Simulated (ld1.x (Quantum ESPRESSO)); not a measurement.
# u(r) = r·R(r): atom against pseudo-atom (Ta (Z = 73))

Columns: radius, all-electron u(r) and pseudo u(r) of the 5d shell (level -6.91 eV) of tantalum in the configuration [Xe] 4f14 5d3 6s1.5 6p0; PBE, scalar-relativistic, PAW scheme, ld1.x (Quantum ESPRESSO) 7.5.

```csv
r (bohr),all-electron,pseudo
0.150,0.1701,0.0010
0.300,-0.2185,0.0075
0.450,-0.2858,0.0242
0.600,-0.0837,0.0545
0.750,0.1700,0.0995
0.900,0.3842,0.1582
1.050,0.5385,0.2277
1.200,0.6375,0.3032
1.350,0.6926,0.3792
1.500,0.7155,0.4496
1.650,0.7159,0.5093
1.800,0.7012,0.5541
1.950,0.6769,0.5817
2.100,0.6466,0.5919
2.250,0.6131,0.5861
2.400,0.5780,0.5674
2.550,0.5425,0.5398
2.700,0.5074,0.5072
2.850,0.4731,0.4732
3.000,0.4400,0.4400
3.150,0.4082,0.4082
3.300,0.3779,0.3779
3.450,0.3492,0.3492
3.600,0.3221,0.3221
3.750,0.2966,0.2966
3.900,0.2728,0.2728
```

**Question.** How many radial nodes do the two functions have?

**Answer.** The all-electron 5d function has n − l − 1 = 2; the pseudo-wave has 0, since the states of the same l below it are removed with the core.

**Question.** At about which radius was the pseudo-wave matched?

**Answer.** 3.00 bohr. The columns agree to 0.0005 from 2.70 bohr on; several derivatives are matched, so the curves merge somewhat inside the radius.

**Question.** Where does each function peak?

**Answer.** Outermost all-electron maximum near 1.65 bohr, pseudo maximum near 2.10 bohr (to the table’s step).

**Question.** Is the pseudo-wave norm-conserving?

**Answer.** No, it belongs to a PAW set: the norm inside the radius is not constrained, and the difference is carried by the augmentation charge.
